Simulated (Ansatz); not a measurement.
Two spin states of MgS, each at its own minimum; 2S+1 = 1, 3 were tried, and the measured ground state has 1.

Each state is the lowest solution found for its spin in def2 and cc sets. The singlet is a restricted closed-shell determinant, which can mix singlet states where a π or δ shell is part-filled.

Correlated levels freeze the inner cores; with def2 sets outer-core shells near the valence are correlated too.

Programs: Ansatz (a first-principles code). Values without a source in brackets are computed.

PBE/def2-TZVPP gives 9.49 kcal/mol for the energy of the multiplicity-3 state above the multiplicity-1 state.

Problem. Predict the shift from PBE, with its sign, for: PBE0/def2-TZVPP, wB97X-V/def2-TZVPP, CCSD(T)/def2-TZVPP.

Solution. PBE0/def2-TZVPP -5.64; wB97X-V/def2-TZVPP -6.75; CCSD(T)/def2-TZVPP -2.47 kcal/mol. 0 of 3 lie above PBE; the widest gap is to wB97X-V/def2-TZVPP.

Doubts at one or more of the structures used: a restricted determinant that unrestricted orbitals would lower (CCSD(T)/def2-TZVPP).
